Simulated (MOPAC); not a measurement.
Input for MOPAC: PM3 on H5NO2Sn (SMILES [NH2][SnH]([OH])[OH]), a point of a torsion scan.

```
PM3 1SCF PRECISE CHARGE=0 THREADS=1
H5NO2Sn

N      1.60344932 1    -0.45181929 1     0.18062284 1
Sn    -0.36349184 1    -0.07416023 1     0.28538054 1
O     -0.71588996 1     1.43029642 1    -0.86881047 1
O     -0.70236561 1     0.68037885 1     2.03112523 1
H      2.04377552 1     0.20838774 1    -0.45119862 1
H      1.84089225 1    -1.37528886 1    -0.16104362 1
H     -1.43609996 1    -1.32350802 1    -0.00564861 1
H     -1.24221407 1     2.11237469 1    -0.45272870 1
H     -0.06484112 1     0.44649464 1     2.70356452 1
```

The log:

```
*******************************************************************************
 **                                                                           **
 **                              MOPAC v23.2.5                                **
 **                                                                           **
 *******************************************************************************
 ** MOPAC's Digital Object Identifier: https://doi.org/10.5281/zenodo.6511958 **
 **                                                                           **
 ** Please cite the open-source release paper for use of this MOPAC version:  **
 ** J. E. Moussa and J. J. P. Stewart (2026)                                  **
 ** MOPAC: An open-source semiempirical molecular orbital program             **
 ** J. Open Source Softw., 11(119), 8025, https://doi.org/10.21105/joss.08025 **
 *******************************************************************************

                              PM3 CALCULATION RESULTS

 *******************************************************************************
 *  PM3        - The PM3 Hamiltonian to be used
 *
 *
 *
 *                 CHARGE ON SYSTEM = 0
 *
 *
 *
 *  PRECISE    - TIGHTER CRITERIA TO BE USED
 *  1SCF       - DO 1 SCF AND THEN STOP
 *  THREADS=1  - MULTI-THREADING NOT USED
 *  T=         - A TIME OF 172800.0 SECONDS REQUESTED
 *  DUMP=N     - RESTART FILE WRITTEN EVERY 7200.0 SECONDS REQUESTED
 *******************************************************************************
PM3 1SCF PRECISE CHARGE=0 THREADS=1
 H5NO2Sn

   ATOM   CHEMICAL          X               Y               Z
  NUMBER   SYMBOL      (ANGSTROMS)     (ANGSTROMS)     (ANGSTROMS)

     1       N          1.60344932  *  -0.45181929  *   0.18062284  *
     2      Sn         -0.36349184  *  -0.07416023  *   0.28538054  *
     3       O         -0.71588996  *   1.43029642  *  -0.86881047  *
     4       O         -0.70236561  *   0.68037885  *   2.03112523  *
     5       H          2.04377552  *   0.20838774  *  -0.45119862  *
     6       H          1.84089225  *  -1.37528886  *  -0.16104362  *
     7       H         -1.43609996  *  -1.32350802  *  -0.00564861  *
     8       H         -1.24221407  *   2.11237469  *  -0.45272870  *
     9       H         -0.06484112  *   0.44649464  *   2.70356452  *



          CARTESIAN COORDINATES

    NO.       ATOM           X           Y           Z

     1         N          1.6034     -0.4518      0.1806
     2        Sn         -0.3635     -0.0742      0.2854
     3         O         -0.7159      1.4303     -0.8688
     4         O         -0.7024      0.6804      2.0311
     5         H          2.0438      0.2084     -0.4512
     6         H          1.8409     -1.3753     -0.1610
     7         H         -1.4361     -1.3235     -0.0056
     8         H         -1.2422      2.1124     -0.4527
     9         H         -0.0648      0.4465      2.7036

  H: (PM3): J. J. P. STEWART, J. COMP. CHEM. 10, 209 (1989).
  N: (PM3): J. J. P. STEWART, J. COMP. CHEM. 10, 209 (1989).
  O: (PM3): J. J. P. STEWART, J. COMP. CHEM. 10, 209 (1989).
 Sn: (PM3): J. J. P. STEWART, J. COMP. CHEM. 12, 320-341 (1991).

           Empirical Formula: H5 N O2 Sn  =     9 atoms



      MOLECULAR POINT GROUP   :   C1


      RHF CALCULATION, NO. OF DOUBLY OCCUPIED LEVELS = 13


 -------------------------------------------------------------------------------
 PM3 1SCF PRECISE CHARGE=0 THREADS=1
 H5NO2Sn



     1SCF WAS SPECIFIED, SO BFGS WAS NOT USED
     SCF FIELD WAS ACHIEVED


                              PM3 CALCULATION
                                                       MOPAC v23.2.5 Linux




          FINAL HEAT OF FORMATION =        -80.66986 KCAL/MOL =    -337.52268 KJ/MOL


          COSMO AREA              =        114.64 SQUARE ANGSTROMS
          COSMO VOLUME            =        103.39 CUBIC ANGSTROMS

          IONIZATION POTENTIAL    =         10.269685 EV
          HOMO LUMO ENERGIES (EV) =        -10.270 -0.758
          NO. OF FILLED LEVELS    =         13
          MOLECULAR WEIGHT        =        169.7350         POINT GROUP:  C1

          MOLECULAR DIMENSIONS (Angstroms)

            Atom       Atom       Distance
            H     8    H     6     4.66416
            H     5    H     7     3.65853
            H     9    O     3     3.43412


          SCF CALCULATIONS        =          1





   ATOM   CHEMICAL          X               Y               Z
  NUMBER   SYMBOL      (ANGSTROMS)     (ANGSTROMS)     (ANGSTROMS)

     1       N          1.60344932  *  -0.45181929  *   0.18062284  *
     2      Sn         -0.36349184  *  -0.07416023  *   0.28538054  *
     3       O         -0.71588996  *   1.43029642  *  -0.86881047  *
     4       O         -0.70236561  *   0.68037885  *   2.03112523  *
     5       H          2.04377552  *   0.20838774  *  -0.45119862  *
     6       H          1.84089225  *  -1.37528886  *  -0.16104362  *
     7       H         -1.43609996  *  -1.32350802  *  -0.00564861  *
     8       H         -1.24221407  *   2.11237469  *  -0.45272870  *
     9       H         -0.06484112  *   0.44649464  *   2.70356452  *

                             CARTESIAN COORDINATES

   1    N        1.603449320    -0.451819290     0.180622840
   2   Sn       -0.363491840    -0.074160230     0.285380540
   3    O       -0.715889960     1.430296420    -0.868810470
   4    O       -0.702365610     0.680378850     2.031125230
   5    H        2.043775520     0.208387740    -0.451198620
   6    H        1.840892250    -1.375288860    -0.161043620
   7    H       -1.436099960    -1.323508020    -0.005648610
   8    H       -1.242214070     2.112374690    -0.452728700
   9    H       -0.064841120     0.446494640     2.703564520


           Empirical Formula: H5 N O2 Sn  =     9 atoms



      MOLECULAR POINT GROUP   :   C1


                  EIGENVALUES
 -35.76292 -35.51304 -28.39793 -17.53190 -16.58781 -15.96825 -15.24271 -13.98188
 -12.92525 -12.29078 -12.00345 -11.53286 -10.26968  -0.75756   0.83812   0.90086
   1.37208   3.65896   4.63361   5.00431   5.24159


              NET ATOMIC CHARGES AND DIPOLE CONTRIBUTIONS

  ATOM NO.   TYPE          CHARGE      No. of ELECS.   s-Pop       p-Pop
    1          N          -0.376908        5.3769     1.51943     3.85747
    2         Sn           1.355621        2.6444     1.01544     1.62894
    3          O          -0.646237        6.6462     1.78775     4.85849
    4          O          -0.649062        6.6491     1.78818     4.86088
    5          H           0.069136        0.9309     0.93086
    6          H           0.059494        0.9405     0.94051
    7          H          -0.258476        1.2585     1.25848
    8          H           0.225708        0.7743     0.77429
    9          H           0.220724        0.7793     0.77928
 DIPOLE           X         Y         Z       TOTAL
 POINT-CHG.     0.714    -2.143     0.082     2.260
 HYBRID         0.081     0.239    -0.431     0.500
 SUM            0.796    -1.904    -0.349     2.093


          ATOMIC ORBITAL ELECTRON POPULATIONS

     Atom    s        px        py        pz
    1  N   1.51943   1.24627   1.05626   1.55494
    2 Sn   1.01544   0.60154   0.56607   0.46133
    3  O   1.78775   1.76038   1.44640   1.65171
    4  O   1.78818   1.62965   1.83485   1.39638
    5  H   0.93086
    6  H   0.94051
    7  H   1.25848
    8  H   0.77429
    9  H   0.77928

 **********************
 *                    *
 * JOB ENDED NORMALLY *
 *                    *
 **********************




 == MOPAC DONE ==
```

The run finished.

Cost: very roughly 0.03 core-seconds.
